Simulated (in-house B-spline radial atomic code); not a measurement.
Results of a calculation; reference values are marked as such.
# Making a Troullier-Martins s channel for Pd, r_c = 0.65 bohr

Pd, [Kr] 4d10, non-relativistic PBE, spherical and spin-unpolarised, from an all-electron radial atomic-structure program (B-spline basis) (atomic units). The all-electron 4s level is ε = -2.887411 hartree, its outermost node lies just inside 0.48 bohr and its outer maximum at 0.87 bohr.

Inside r_c the pseudo-orbital is u(r) = r^1 exp(p(r)), with p = c0 + c2 r² + c4 r⁴ + … + c12 r¹². The seven coefficients follow from p and its first four derivatives at r_c, from zero curvature of the screened potential at the origin, c4 = −c2²/(2l + 5), and from the norm inside r_c. At r_c the all-electron orbital has P = 0.854275, P' = 3.224063, the screened potential V = -13.19834, V' = 42.17585, V'' = -226.324, and the norm inside is Q = 0.1275402.

Question: What are p, p' and p'' at r_c?

Answer: p = ln(P/r_c^1) = ln(0.854275/0.65) = 0.27328. p' = P'/P − 1/r_c = 3.77403 − 1.53846 = 2.23557. The radial equation gives p'' = 2(V − ε) − 2(1) p'/r_c − p'² = -20.62186 − (6.87869) − 4.99779 = -32.49833. Differentiating, p''' = 2V' + 2(1)p'/r_c² − 2(1)p''/r_c − 2p'p'' = 340.23, and p'''' = 2V'' − 4(1)p'/r_c³ + 4(1)p''/r_c² − 2(1)p'''/r_c − 2p''² − 2p'p''' = -5473.3.

For a trial c2 the five matching conditions are linear in c0, c6, c8, c10 and c12, and c2 is varied until the norm inside r_c equals Q. The root nearest zero gives:

| n | c_n |
| --- | --- |
| 0 | 1.819058 |
| 2 | -19.60118 |
| 4 | -76.84125 |
| 6 | 1180.248 |
| 8 | -4099.91 |
| 10 | 5980.723 |
| 12 | -3241.211 |

Question: Check c4 and p(r_c), and find the screened pseudopotential at the origin.

Answer: −c2²/5 = -76.8412, as listed. The terms c_n r_c^n are 1.81906, -8.28150, -13.71664, 89.01298, -130.64152, 80.51694, -18.43604, which sum to 0.27328. Inverting the radial equation, V_l(r) = ε + 1 p'/r + (p'' + p'²)/2, so V_l(0) = ε + (2l + 3) c2 = -2.887411 + 3 × (-19.6012) = -61.6909 hartree, finite where the all-electron potential diverges.

Orbitals and screened potentials:

| r (bohr) | P | u | V all-electron | V pseudo |
| --- | --- | --- | --- | --- |
| 0.065 | 0.2731 | 0.3685 | -534.9 | -61.06 |
| 0.162 | 0.04811 | 0.5775 | -155.2 | -43.09 |
| 0.26 | -0.6004 | 0.3997 | -73.68 | 5.717 |
| 0.358 | -0.5358 | 0.2438 | -42.33 | 33.75 |
| 0.455 | -0.06357 | 0.2568 | -27.17 | 42.28 |
| 0.552 | 0.4554 | 0.487 | -18.57 | 16.84 |
| 0.65 | 0.8543 | 0.8543 | -13.2 | -13.2 |

Logarithmic derivatives P'/P at R = 0.95 bohr, for energies E around ε:

```tsv
E − ε (hartree)	all-electron	pseudo
-0.5	-0.136622	-0.14712
-0.25	-0.308724	-0.311874
-0.1	-0.415584	-0.41619
0	-0.488408	-0.488461
0.1	-0.56255	-0.563254
0.25	-0.676334	-0.681011
0.5	-0.873241	-0.896838
```

Question: With P(R) = 1.161249 and a norm of 0.4954057 inside R, what slope in energy does norm conservation fix?

Answer: d(P'/P)/dE = −2 × (norm inside R)/P(R)² = -0.7348 per hartree·bohr at E = ε, for both atoms, since orbital and norm agree at R. Differences over ±0.1 hartree give -0.7348 (all-electron) and -0.7353 (pseudo), which also hold third-order terms. Half a hartree below ε the two curves differ by -0.0105.
